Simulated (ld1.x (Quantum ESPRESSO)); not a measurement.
# Tb (Z = 65): excitation energies, all-electron against PAW

terbium, PAW, made with ld1.x (Quantum ESPRESSO) 7.5 (LDA (PZ), fully relativistic). Core [Kr], reference 4d10 4f9 5s2 5p6 5d0 6s2 6p0. Waves: 5s (bound): rcut 1.70, rcutus 1.80 bohr; 6s (bound): rcut 1.70, rcutus 1.80 bohr; 5p (bound): rcut 2.40, rcutus 2.80 bohr; 6p (bound, empty): rcut 2.40, rcutus 2.80 bohr; 4d (bound): rcut 0.95, rcutus 1.20 bohr; 5d (bound, empty): rcut 0.95, rcutus 1.20 bohr; 4f (bound): rcut 0.70, rcutus 0.95 bohr; 4f channel at 0.85 Ry: rcut 0.70, rcutus 0.95 bohr. Local part: all-electron potential smoothed inside 0.70 bohr (lloc = -2). Core correction: Bessel-smoothed model core, default radius (core density twice the valence density). Augmentation charge: BG, radius 0.80 bohr.

Open shells are filled in proportion to 2j + 1 (rel_dist='average').

Energies are relative to the spin-unpolarised reference configuration 4d10 4f9 5s2 5p6 5d0 6s2 6p0; without spin polarisation the order of configurations can differ from experiment. Not all tests gave a result: test run stopped at test 6 of 7 (negative rho).

```tsv
valence configuration	charge	ΔE all-electron (eV)	error AE − PS (meV)
4d10 4f9 5s2 5p6 5d0 6s1 6p0	+1	6.379	-1.7
4d10 4f8 5s2 5p6 5d0 6s0 6p0	+3	43.659	-853
4d10 4f9 5s2 5p6 5d1 6s0 6p0	+1	8.340	-12
4d10 4f9 5s2 5p6 5d1 6s1 6p0	0	2.477	-4.5
```

Q: What are ΔE and the potential's error for 4d10 4f9 5s2 5p6 5d0 6s0 6p0?

A: ΔE = 18.112 eV all-electron; the error (AE − PS) is -13 meV.

Levels in the configuration 4d10 4f8 5s2 5p6 5d0 6s0 6p0:

| level | all-electron (eV) | pseudo (eV) |
| --- | --- | --- |
| 4d j=3/2 | -182.631 | -184.757 |
| 4d j=5/2 | -176.368 | -178.476 |
| 4f j=5/2 | -34.998 | -36.865 |
| 4f j=7/2 | -34.143 | -35.997 |
| 5s j=1/2 | -76.637 | -77.766 |
| 5p j=1/2 | -56.401 | -57.889 |
| 5p j=3/2 | -51.505 | -52.765 |

These tests converged, but a pseudo level misses the all-electron one widely, so the file describes the atom poorly there or has found another state: 4d10 4f8 5s2 5p6 5d0 6s0 6p0: empty 6p by 2.0 eV (a node warning on the way).

The ghost test of this file was not conclusive.
